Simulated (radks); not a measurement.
Problem. Neutral promethium: order these configurations by energy. Method: scalar-relativistic Kohn-Sham, LDA (Slater exchange, Perdew-Wang correlation), spin-polarised, spherical densities, finite nucleus; Fermi nuclear charge, rms radius of each element as measured or else 0.836 A^(1/3) + 0.57 fm; computed with a radial shooting solver on a logarithmic mesh with Libxc functionals. Open shells are filled with parallel spins first. [Xe] 4f4 5d1 6s2; [Xe] 4f4 6s2 6p1; [Xe] 4f5 5d1 6s1; [Xe] 4f5 6s1 6p1; [Xe] 4f5 6s2.

Solution. From the lowest, in eV above it: [Xe] 4f5 6s2 0.000; [Xe] 4f5 5d1 6s1 1.177; [Xe] 4f5 6s1 6p1 1.894; [Xe] 4f4 5d1 6s2 3.251; [Xe] 4f4 6s2 6p1 5.641.
